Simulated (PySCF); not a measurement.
Gas-phase equilibrium of 1 mol N2O, 66 mol N2 at 800 K and 1.00 bar, among 8 species (O2, N2, O, NO, O3, N, N2O, NO2). Only gases are allowed; each row takes one source of thermochemistry for all species, and Cantera finds the minimum.

Method: PySCF energies (xtb for GFN2) plus ideal-gas RRHO corrections (1 bar). Table values come from the NASA 1993 polynomials. † marks an energy on the PBE0/def2-TZVP geometry and frequencies; other levels use their own. CCSD(T) freezes the core. Open shells (unrestricted) among the columns below: O2 (multiplicity 3), NO (multiplicity 2, electronic degeneracy 4), NO2 (multiplicity 2); the rest are closed-shell singlets. GFN2 has no spin-polarisation term. Spin-orbit splitting is ignored; it lowers the true energy and changes the entropy of NO. CCSD(T) isn't extrapolated to the basis-set limit. The harmonic model lacks anharmonicity and excited electronic states, which grow with temperature; levels with a mode under 35 cm⁻¹ are left out.

Molecules larger than those listed are left out. Table species left out: NO3.

With table thermochemistry: N2 0.99, N2O 5.1e-11, O2 0.0074, NO2 2.5e-8, NO 4.2e-7.

**Question.** How far does the composition move with the other sources (CCSD(T)/def2-SVP†, GFN2-xTB, M06-2X/def2-TZVP†, PBE0/def2-QZVP†, PBE0/def2-TZVP, LDA/def2-TZVP†)?

**Answer.** 
| thermochemistry | x N2 | x N2O | x O2 | x NO2 | x NO |
|---|---|---|---|---|---|
| table | 0.99 | 5.1e-11 | 0.0074 | 2.5e-8 | 4.2e-7 |
| CCSD(T)/def2-SVP† | 0.99 | 6.0e-12 | 0.0074 | 2.8e-9 | 7.8e-7 |
| GFN2-xTB | 0.99 | 0.015 | <1e-12 | <1e-12 | <1e-12 |
| M06-2X/def2-TZVP† | 0.99 | 2.1e-11 | 0.0074 | 2.3e-9 | 2.6e-7 |
| PBE0/def2-QZVP† | 0.99 | 2.5e-9 | 0.0074 | 3.6e-7 | 5.8e-7 |
| PBE0/def2-TZVP | 0.99 | 2.3e-9 | 0.0074 | 3.1e-7 | 5.4e-7 |
| LDA/def2-TZVP† | 0.99 | 0.00014 | 0.0014 | 0.0060 | 1.5e-7 |
The most sensitive of these is O2: it spans a factor of 10^9.9 over these rows; at this temperature one factor of ten is RT ln 10 = 15 kJ/mol.
